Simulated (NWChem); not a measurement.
Everything below was run with NWChem. System: H₄GeS₃, charge 0, spin multiplicity 1, at a geometry optimised with B3LYP/def2-SVP. The structure started from a generated list of species. Level: MP2/def2-TZVP, 24 core orbitals frozen.

Job file:

```
start mol
memory heap 200 mb stack 800 mb global 1000 mb
geometry units angstroms nocenter noautoz noautosym
  Ge    -0.387475     0.114907    -0.174255
  S      0.064682    -2.052301    -0.581890
  S     -0.580339     0.631977     1.997455
  S      1.347290     1.269677    -1.007881
  H     -1.746993     0.506041    -0.791914
  H     -1.200734    -2.464587    -0.327439
  H      0.637845     0.141918     2.327356
  H      1.402944     0.549958    -2.154804
end
basis spherical
  * library def2-tzvp
end
scf
  rhf
  nopen 0
  maxiter 100
  thresh 1e-7
  semidirect memsize 60000000 filesize 0
end
mp2
  freeze core 24
end
task mp2 energy
```

Part of the output:

```
             Northwest Computational Chemistry Package (NWChem) 7.3.0
             --------------------------------------------------------

                                NWChem Input Module
                                -------------------

 Scaling coordinates for geometry "geometry" by  1.889725989
 (inverse scale =  0.529177249)

                             Geometry "geometry" -> ""
                             -------------------------

 Output coordinates in angstroms (scale by  1.889725989 to convert to a.u.)

  No.       Tag          Charge          X              Y              Z
 ---- ---------------- ---------- -------------- -------------- --------------
    1 Ge                  32.0000    -0.38747500     0.11490700    -0.17425500
    2 S                   16.0000     0.06468200    -2.05230100    -0.58189000
    3 S                   16.0000    -0.58033900     0.63197700     1.99745500
    4 S                   16.0000     1.34729000     1.26967700    -1.00788100
    5 H                    1.0000    -1.74699300     0.50604100    -0.79191400
    6 H                    1.0000    -1.20073400    -2.46458700    -0.32743900
    7 H                    1.0000     0.63784500     0.14191800     2.32735600
    8 H                    1.0000     1.40294400     0.54995800    -2.15480400

 Effective nuclear repulsion energy (a.u.)     543.4816713297

            Nuclear Dipole moment (a.u.)
            ----------------------------
        X                 Y               Z
 ---------------- ---------------- ----------------
    -0.0000188973     0.0000037795    -0.0000321253


 Summary of "ao basis" -> "" (spherical)
 ------------------------------------------------------------------------------
       Tag                 Description            Shells   Functions and Types
 ---------------- ------------------------------  ------  ---------------------
 *                         def2-tzvp                  on all atoms

 Summary of "ao basis" -> "ao basis" (spherical)
 ------------------------------------------------------------------------------
       Tag                 Description            Shells   Functions and Types
 ---------------- ------------------------------  ------  ---------------------
 Ge                        def2-tzvp                16       48   6s5p4d1f
 S                         def2-tzvp                13       37   5s5p2d1f
 H                         def2-tzvp                 4        6   3s1p

                                 NWChem SCF Module
                                 -----------------

  ao basis        = "ao basis"
  functions       =   183
  atoms           =     8
  closed shells   =    42
  open shells     =     0
  charge          =   0.00
  wavefunction    = RHF
  use symmetry    = F
  symmetry adapt  = F

 Summary of "ao basis" -> "ao basis" (spherical)
 ------------------------------------------------------------------------------
       Tag                 Description            Shells   Functions and Types
 ---------------- ------------------------------  ------  ---------------------
 Ge                        def2-tzvp                16       48   6s5p4d1f
 S                         def2-tzvp                13       37   5s5p2d1f
 H                         def2-tzvp                 4        6   3s1p

 Forming initial guess at       0.1s

      Superposition of Atomic Density Guess
      -------------------------------------

 Sum of atomic energies:       -3269.74380316

      Non-variational initial energy
[...]
   127      1.078077  4 S  s                 20     -0.953409  1 Ge py
    19     -0.662134  1 Ge px                21      0.631604  1 Ge pz
   180     -0.576217  8 H  s                140     -0.548756  4 S  px
    53     -0.401998  2 S  s                141     -0.378480  4 S  py
    90     -0.296965  3 S  s                104      0.282887  3 S  py

 center of mass
 --------------
 x =  -0.03225701 y =   0.02609635 z =  -0.00870545

 moments of inertia (a.u.)
 ------------------
        1394.891146853163        -137.242822093181         273.054752402413
        -137.242822093181         967.378489170322        -127.508638378160
         273.054752402413        -127.508638378160        1048.217005210643

  Mulliken analysis of the total density
  --------------------------------------

    Atom       Charge   Shell Charges
 -----------   ------   -------------------------------------------------------
    1 Ge  32    31.32   2.00  2.00  1.16  0.80  0.78  0.41  5.98  4.43  1.57  1.28  0.52  8.93  1.09  0.11  0.21  0.04
    2 S   16    16.40   2.01  0.49  1.48  1.04  0.84  4.18  1.69  0.87  2.43  1.28  0.03  0.07  0.01
    3 S   16    16.41   2.01  0.49  1.48  1.04  0.84  4.18  1.69  0.87  2.43  1.28  0.03  0.07  0.01
    4 S   16    16.40   2.01  0.49  1.48  1.04  0.84  4.18  1.69  0.87  2.43  1.27  0.03  0.07  0.01
    5 H    1     0.97   0.23  0.57  0.16  0.01
    6 H    1     0.84   0.23  0.49  0.10  0.02
    7 H    1     0.83   0.23  0.49  0.09  0.02
    8 H    1     0.84   0.23  0.49  0.10  0.02

       Multipole analysis of the density wrt the origin
       ------------------------------------------------

     L   x y z        total         open         nuclear
     -   - - -        -----         ----         -------
     0   0 0 0     -0.000000      0.000000     84.000000

     1   1 0 0     -0.328285      0.000000     -0.000019
     1   0 1 0     -0.297669      0.000000      0.000004
     1   0 0 1     -0.277369      0.000000     -0.000032

     2   2 0 0    -43.619603      0.000000    164.882839
     2   1 1 0      1.074875      0.000000     74.601087
     2   1 0 1      1.371672      0.000000   -137.404800
     2   0 2 0    -47.336753      0.000000    380.854012
     2   0 1 1     -0.555013      0.000000     63.353447
     2   0 0 2    -44.021716      0.000000    347.370742

                   NWChem MP2 Semi-direct Energy/Gradient Module
                   ---------------------------------------------

  Basis functions       =    183
  Molecular orbitals    =    183
  Frozen core           =     24
  Frozen virtuals       =      0
  Active alpha occupied =     18
  Active beta occupied  =     18
  Active alpha virtual  =    141
  Active beta virtual   =    141
  Use MO symmetry       = F
  Use skeleton AO sym   = F

  AO/Fock/Back tols     =   1.0D-09  1.0D-09  1.0D-09

 GA uses MA = F    GA memory limited = T

 Available:
  local mem=  1.15D+08
 global mem=  1.31D+08
 local disk=  0.00D+00
  mp2_memr nvloc                   141
  nvloc new                   141
   1 passes of  18:        5242880                     195166                 133749445.
   1 passes of  18: M    114672925           G      131005022           F     109430045.
  mp2_memr nvloc                   141
  nvloc new                   141
   2 passes of   9:        5242880                     131742                  66903347.
   2 passes of   9: M    114672925           G      131005022           F     109430045.

 Semi-direct pass number   1 of   2  for RHF alpha+beta  at       98.5s
  vrange nnbf                 15493
  mp2_eaftype                   255  avail_ma_in_mb                   999
 EAF : mp2_eaftype filesize         255   33451674.
  mp2_eaf for mointskh                    255
Node 0 wrote    157.3 Mb in      0.1 s     Agg I/O rate:  1997.4 Mb/s
 Done moints_semi at      130.7s
  mp2_eaftype                   255  avail_ma_in_mb                   744
 EAF : mp2_eaftype filesize         255   33451674.
  mp2_eaf for kh                   255
 Done maket at      131.6s
 Semi-direct pass number   2 of   2  for RHF alpha+beta  at      131.6s
  vrange nnbf                 15493
  mp2_eaftype                   255  avail_ma_in_mb                   744
 EAF : mp2_eaftype filesize         255   33451674.
  mp2_eaf for mointskh                    255
Node 0 wrote    157.3 Mb in      0.1 s     Agg I/O rate:  1927.3 Mb/s
 Done moints_semi at      169.5s
  mp2_eaftype                   255  avail_ma_in_mb                   744
 EAF : mp2_eaftype filesize         255   33451674.
  mp2_eaf for kh                   255
 Done maket at      170.4s
 Done multipass loop at      170.4s

          -------------------------------------------
          SCF energy               -3270.410808729278
          Correlation energy          -0.764119558901
          Singlet pairs               -0.468102881424
          Triplet pairs               -0.296016677477
          Total MP2 energy         -3271.174928288178
          -------------------------------------------

          ---------------------------------------------------
                    Spin Component Scaled (SCS) MP2
          Same spin pairs                     -0.197344451651
          Same spin scaling factor             0.333333333333
          Opposite spin pairs                 -0.566775107250
          Opposite spin scaling fact.          1.200000000000
          SCS-MP2 correlation energy          -0.745911612584
          Total SCS-MP2 energy             -3271.156720341861
          ---------------------------------------------------

 -----------------------
 Performance information
 -----------------------

 Timer overhead =  2.34D-07 seconds/call

               Nr. of calls         CPU time (s)                 Wall time (s)                GFlops
             ---------------    -------------------     ------------------------------   -------------------
Name         Min   Avg   Max    Min     Avg     Max     Min     Avg     Max   Mx/calls   Min     Max     Sum
mp2: moin     2     2     2    70.     70.     70.      70.     70.     70.     35.      0.0     0.0     0.0
mp2: make     2     2     2    1.8     1.8     1.8      1.8     1.8     1.8    0.90      0.0     0.0     0.0
mp2: tota     1     1     1    72.     72.     72.      72.     72.     72.     72.      0.0     0.0     0.0

 The average no. of pstat calls per process was 5.00D+00
 with a timing overhead of 1.17D-06s

 Task  times  cpu:      170.4s     wall:      170.4s

 Total times  cpu:      170.4s     wall:      170.4s
```
